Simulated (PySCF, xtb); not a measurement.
GeH₇NSSi, SMILES [GeH3][S][SiH2]N. One conformer was computed; it need not be the lowest.

Harmonic wavenumbers (cm⁻¹) from GFN2-xTB in xtb at its own minimum, in rising order: 30, 94, 96, 132, 189, 397, 433, 471, 485, 504, 520, 613, 703, 726, 771, 805, 828, 851, 912, 1502, 1887, 1959, 2039, 2295, 2368, 3456, 3492.

Q: What does PBE-D3(BJ)/def2-SVP (PySCF) give at its own minimum? (The exact figures need the calculation; the answer reports its results.)

A: 55, 103, 119, 203, 272, 385, 400, 467, 513, 552, 558, 715, 795, 822, 839, 852, 856, 880, 896, 1490, 2062, 2075, 2101, 2170, 2184, 3492, 3590. Paired by order, the mean absolute difference is 61 cm⁻¹ and the zero-point energies are 40.8 and 42.1 kcal/mol.
